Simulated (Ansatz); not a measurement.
`B[SiH](N)F` + H₂ → `N[SiH2]F` + BH₃ at 600 K and 1 bar (hydrogenolysis of the Si–B bond).

Calculated with Ansatz (gas phase, PBE0-D4/def2-TZVP geometries, no zero-point term in ΔE). CCSD(T)/CBS is the MP2 limit (def2-TZVPP, def2-QZVPP) plus CCSD(T) − MP2 in def2-TZVPP, frozen cores. This one scheme is used for every species. Each species was taken in one conformer, which may not be the lowest.

| species | CCSD(T)/CBS energy (Eh) | H − E (kJ/mol) | S (J/(mol·K)) |
| --- | --- | --- | --- |
| `B[SiH](N)F` | -471.43743 | 209.2 | 407.1 |
| H₂ | -1.17544 | 43.9 | 150.8 |
| `N[SiH2]F` | -446.07709 | 163.0 | 343.3 |
| BH₃ | -26.55200 | 91.5 | 217.3 |

H − E and S are ideal-gas, rigid-rotor, harmonic terms from PBE0-D4/def2-TZVP, for one conformer and one mirror image of each species. The MP2-based limit puts H₂ 0.8 mEh under its directly extrapolated value; such offsets cancel only in part. 1 Eh = 2625.50 kJ/mol, R = 8.31446 J/(mol·K).

Task: By hand: ΔE, ΔH, ΔS and ΔG.

Result: ΔE = (-446.07709) + (-26.55200) − (-471.43743) − (-1.17544) = -0.01622 Eh = -42.6 kJ/mol. Δ(H − E) = 163.0 + 91.5 − 209.2 − 43.9 = 1.4, so ΔH = -41.2 kJ/mol. ΔS = 343.3 + 217.3 − 407.1 − 150.8 = 2.7 J/(mol·K). ΔG = -41.2 − 600 × (2.7)/1000 = -42.8 kJ/mol.

Task: By hand: the equilibrium constant, and the temperature at which ΔG would vanish if ΔH and ΔS stayed fixed.

Result: log₁₀ K = −ΔG/(RT ln 10) = 3.7. ΔH and −TΔS have one sign here, so there is no such temperature. One of them is within its doubt of zero, so this could turn.

The number of gas molecules stays the same, so ΔS is small and ΔH decides. A doubt of 5 kJ/mol in ΔE shifts log₁₀ K by 0.4 here. Other conformers and mirror images would add mixing entropy, several J/(mol·K) or more a flexible species. These are equilibria of isolated gas molecules and say nothing of rates. Largest T1 diagnostic: 0.012 (customary marks: 0.02 for closed shells, 0.045 for open ones).
